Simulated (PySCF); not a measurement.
## Polarisability and C₆ of Cl(2+) (chlorine, charge +2)

[Ne] 3s2 3p3, high-spin 4S determinant. Calculation: PySCF 2.14, in dyall-acv3z (19s12p6d4f, 113 functions); the spin-free X2C one-electron Hamiltonian (Gaussian nucleus). Coupled (time-dependent) response in atomic units; α is the mean over directions.

```tsv
method	mean α (bohr³)	C₆ (like pair)	S(−4)
UHF	5.941	21.14	11.18
PBE	5.851	20.84	10.01
PBE0	5.840	20.77	10.07
HSE06	5.826	20.71	9.966
```

S(−4) is the Cauchy moment in α(ω) = α(0) + S(−4) ω² + …

α(iu) at PBE0:

```csv
u (hartree),α(iu) (bohr³)
0,5.840
0.0500,5.815
0.100,5.741
0.200,5.469
0.300,5.078
0.500,4.160
0.750,3.108
1.00,2.318
1.50,1.374
2.00,0.8978
3.00,0.4758
5.00,0.2137
```

A single London oscillator, α(iu) = α/(1 + u²/ω²), gives C₆ = (3/4) ω α². Matching the computed C₆ needs ω = 4 × 20.77 / (3 × 5.840²) = 0.812 hartree.

For an ion, C₆ is the dispersion term alone; charge-induced terms of lower order in 1/R come first.
